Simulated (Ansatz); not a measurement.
```xyz
5

F    -1.177   -0.590   -1.396
Sn   -0.072   -0.014    0.022
F    -0.927    1.506    0.746
F    -0.207   -1.351    1.347
I     2.383    0.449   -0.719
```

Total charge 0; spin multiplicity 1. Sn, I takes the def2 core potential.

List the ωB97M-V/def2-TZVPP orbital energies in eV (Ansatz 0.2.0). (An estimate is asked.)

The calculation gave: Occupied: -677.53, -677.53, -677.53, -192.17, -145.40, -137.99, -137.70, -137.70, -100.01, -99.98, -99.98, -56.88, -56.78, -56.78, -56.54, -56.54, -36.23, -36.23, -35.84, -33.54, -33.54, -33.48, -32.65, -32.65, -23.50, -18.34, -15.70, -15.70, -15.30, -14.62, -14.62, -14.37, -14.37, -14.34, -12.85, -11.25, -11.25. Lowest empty: -1.46, 1.36, 1.36, 2.09, 3.45, 4.02, 4.02, 4.75.
